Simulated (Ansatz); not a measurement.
A single point on CH7ClFNOSi2, SMILES `CN([SiH2]Cl)[SiH](O)F`.

```yaml
crystal:
  periodic: [false, false, false]
  atoms:
    - {symbol: C, position_ang: [1.653589, -0.155056, 0.592571]}
    - {symbol: N, position_ang: [0.286828, -0.172179, 0.062599]}
    - {symbol: Si, position_ang: [-0.967203, -0.903229, 0.976579]}
    - {symbol: Cl, position_ang: [-2.148741, 0.532846, 1.899517]}
    - {symbol: Si, position_ang: [-0.040443, 0.643615, -1.408670]}
    - {symbol: O, position_ang: [-1.641995, 0.905586, -1.533981]}
    - {symbol: F, position_ang: [0.329641, -0.236514, -2.678257]}
    - {symbol: H, position_ang: [2.195758, -1.071347, 0.344247]}
    - {symbol: H, position_ang: [1.655372, -0.039379, 1.678795]}
    - {symbol: H, position_ang: [2.212301, 0.688368, 0.177300]}
    - {symbol: H, position_ang: [-0.353661, -1.706977, 2.056251]}
    - {symbol: H, position_ang: [-1.889278, -1.686337, 0.131730]}
    - {symbol: H, position_ang: [0.799659, 1.855619, -1.490194]}
    - {symbol: H, position_ang: [-2.091836, 1.344984, -0.808496]}
basis:
  gaussian: {orbitals: def2-QZVPP}
correlation: {method: mp2}
```

```sh
$ ansatz run in.yaml --threads 2 --pin off --events-out ev --progress --plain --max-ram 32768MiB --backend cuda --devices 0, --max-vram 18GiB
```

Shortened log:

```
Functional definition: HF
3867 factors; integrals over basis functions are off by at most 8.3e-4 eV
mean field evaluation 1: about -35599.9444 eV, gradient 5.4e1 eV
mean field evaluation 2: about -35600.1549 eV, gradient 5.4e1 eV
mean field evaluation 4: about -35606.0303 eV, gradient 4.4e0 eV
mean field evaluation 8: about -35606.1044 eV, gradient 2.8e-1 eV
mean field -35606.10469915 eV, -1308.5002130093 hartree, gradient 2.3e-6 eV, S^2 0.000000; 0 other end points of the search recorded, 0 dependent functions left out
19 core orbitals not correlated: weight in the atoms' cores, before any rotation towards them, 1.000 or more for the frozen orbitals, at most 0.000 for the correlated occupied ones
reference -35606.10469915 eV, -1308.5002130093 hartree; 22, 22 occupied and 607, 607 virtual orbitals, 3867 factors
second order -38.35557228 eV of doubles, -0.00000000 eV of singles
Total energy: -35644.46027144 eV, -1309.9097542923 hartree
```

Hardware: 2 threads of an AMD EPYC 7R13 on a shared host and a share of an NVIDIA H100 80 GB. Wall time 8 s, peak host memory 1.2 GiB.
